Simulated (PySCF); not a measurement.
States of one metal complex from SC-NEVPT2 in the d shell, PySCF, above the ground state:

```csv
2S+1,degeneracy,energy / cm⁻¹,f (electric dipole)
2,3,0,–
2,2,24895,0
```

Which of these complexes, all computed at model or optimised geometries, gave the data?
A. [Ru(H2O)6]3+ (d5, octahedral)
B. [MoF4]+ (d1, tetrahedral)
C. [VF6]2- (d1, octahedral)
D. [TiF5]2- (d1, square pyramidal)

C. [VF6]2- (d1, octahedral) has 2T2g, then 2Eg at 24895 cm⁻¹ (NEVPT2). The others: [TiF5]2- (d1, square pyramidal) has 2E, then 2B2 at 1271, 2A1 at 5959 cm⁻¹ (NEVPT2); [MoF4]+ (d1, tetrahedral) has 2E, then 2T2 at 17490 cm⁻¹ (NEVPT2); [Ru(H2O)6]3+ (d5, octahedral) has 2T2g-like, then 2T2g-like at 4500, 2T2g-like at 4732 cm⁻¹ (NEVPT2).

The d shell alone is too small an active space for [MoF4]+ (an active orbital has only 0.64 squared overlap with the free ion's shell): its levels, fitted parameters, g values and moments show what this model gives and aren't sound predictions.

The d shell alone is too small an active space for [Ru(H2O)6]3+ (an active orbital has only 0.70 squared overlap with the free ion's shell): its levels, fitted parameters, g values and moments show what this model gives and aren't sound predictions.

On [VF6]2-: No frequencies were computed for the optimised geometry. Charge-transfer states lie outside this active space and may come lower than some of these levels. The ground state is orbitally degenerate in this regular structure, which would distort (Jahn–Teller). NEVPT2 lifts 2Eg from 21990 to 24895 cm⁻¹; on the d shell alone it tends to overshoot states that fill the eg-type orbitals. NEVPT2 on the d shell alone tends to put d–d bands too high for such charged or covalently bound ions.
